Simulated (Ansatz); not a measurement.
Reaction (hydrogenolysis of a Ga–F bond): `[CH3][Ga]([F])[F]` + H₂ → `[CH3][GaH][F]` + H–F

Computed with Ansatz on PBE0-D4/def2-TZVP structures; ΔE is electronic, products minus reactants. CCSD(T)/CBS adds triple-zeta CCSD(T) − MP2 to the extrapolated MP2 energy (def2 sets, frozen cores). This one scheme is used for every species. DFT in def2-TZVPP. For Ga outer-core shells are correlated without core-valence functions, which leaves a few kJ/mol of doubt a bond. Scalar relativity is left out up to krypton.

```
            species  r2SCAN0-D4 energy (Eh)
`[CH3][Ga]([F])[F]`             -2164.48386
                 H₂                -1.17055
    `[CH3][GaH][F]`             -2065.19187
                H–F              -100.43391
```

Task: Work out ΔE.

Result: ΔE = (-2065.19187) + (-100.43391) − (-2164.48386) − (-1.17055) = 0.02863 Eh = +18.0 kcal/mol. CCSD(T)/CBS gives +17.1 kcal/mol.

Largest T1 diagnostic among the species: 0.014.

Leaving LDA and LC-ωPBE aside and taking each functional with its dispersion term where it has one, the values, not all of them listed here, spread over 3.2 kcal/mol, from HSE06-D4 to r2SCAN-D4. LDA lies −1.7 kcal/mol from PBE without D4. From PBE to PBE0 (25 % exact exchange), in def2-TZVPP and without D4, ΔE moves by −1.2 kcal/mol.
